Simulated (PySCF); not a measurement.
**Polarisability and C₆ of Co⁺ (cobalt, charge +1)**

[Ar] 3d8, high-spin 3F determinant. All numbers are calculated (PySCF 2.14, scalar relativity by spin-free X2C-1e, in ANO-RCC-VTZP (6s5p3d2f1g, 59 functions)). Coupled (time-dependent) response in atomic units; α is the mean over directions. The basis has no added diffuse functions, which lowers α and C₆.

| method | mean α (bohr³) | C₆ (like pair) | S(−4) |
| --- | --- | --- | --- |
| PBEsol | 8.839 | 24.07 | 150.3 |

S(−4) is the Cauchy moment in α(ω) = α(0) + S(−4) ω² + …

α(iu) at PBEsol:

```
u (hartree)  α(iu) (bohr³)
          0          8.839
     0.0500          8.485
      0.100          7.630
      0.200          5.750
      0.300          4.459
      0.500          3.180
      0.750          2.502
       1.00          2.128
       1.50          1.646
       2.00          1.302
       3.00         0.8396
       5.00         0.4050
```

A single London oscillator, α(iu) = α/(1 + u²/ω²), gives C₆ = (3/4) ω α². Matching the computed C₆ needs ω = 4 × 24.07 / (3 × 8.839²) = 0.411 hartree.

For an ion, C₆ is the dispersion term alone; charge-induced terms of lower order in 1/R come first.
